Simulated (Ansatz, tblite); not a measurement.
Cost and result up the ladder for (CuBr)2 ring (Cu2Br2) (4 atoms). The state is a singlet with charge 0. Geometry: r2SCAN-D4/def2-SVP.

```xyz
4

Cu   -0.8447    0.7482   -0.1779
Br    0.0829   -0.3911   -2.0382
Cu    0.8447   -0.7482    0.1779
Br   -0.0829    0.3911    2.0382
```

Ansatz on 4 threads of Arm Neoverse V1 on a shared host; xTB runs through tblite on one thread. Times are rough, summed over both states, and most runs start from the orbitals of an earlier one. PBE0-D4/def2-TZVP serves as the yardstick here, not as an exact answer. The other state is a doublet.

The xTB rows come from tblite.

Run but left out: HF/def2-SVP, MP2/def2-SVP (charge +1 doublet: a determinant that CCSD turns far, T1 0.061).

Raw xTB energies of ions are shifted by several eV.

```csv
level,functions,wall time,vertical IE (eV),difference from PBE0-D4/def2-TZVP (eV)
GFN1-xTB,36,0.01 s,14.00,4.88
GFN2-xTB,36,0.011 s,14.01,4.89
PBE0-D4/def2-TZVP (with forces),186,31 s,9.12,0.00
r2SCAN-D4/def2-TZVP,186,42 s,8.80,-0.32
```
